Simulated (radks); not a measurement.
Q: The mean radii <r> (bohr) of the occupied orbitals of an atom or ion are listed with their occupations. Calculated with a radial shooting solver on a logarithmic mesh with Libxc functionals: scalar-relativistic Kohn-Sham, AM05, spin-polarised, spherical densities, finite nucleus; Fermi nuclear charge, rms radius of each element as measured or else 0.836 A^(1/3) + 0.57 fm.

| orbital | occ. | <r> |
|---|---|---|
| 1s up | 1 | 0.03188 |
| 1s down | 1 | 0.03188 |
| 2s up | 1 | 0.1385 |
| 2s down | 1 | 0.1385 |
| 2p up | 3 | 0.1207 |
| 2p down | 3 | 0.1207 |
| 3s up | 1 | 0.3797 |
| 3s down | 1 | 0.3795 |
| 3p up | 3 | 0.3789 |
| 3p down | 3 | 0.3786 |
| 3d up | 5 | 0.3574 |
| 3d down | 5 | 0.3570 |
| 4s up | 1 | 0.9234 |
| 4s down | 1 | 0.9228 |
| 4p up | 3 | 0.9963 |
| 4p down | 2 | 0.9976 |
| 4d up | 5 | 1.187 |
| 4d down | 1 | 1.203 |

Name the element and its charge. Open shells, if any, are filled with parallel spins first.

A: Z = 46, palladium, charge +5: Pd5+ in [Ar] 3d10 4s2 4p5 4d6. The 1s radius gives Z: for a bare nucleus <r> = (2 gamma + 1)/(2Z) with gamma = sqrt(1 - (Z/c)^2), 0.03135 bohr for Z = 46, and screening makes it slightly larger (0.03188 here). The occupations add up to 41, and the charge is Z minus that.
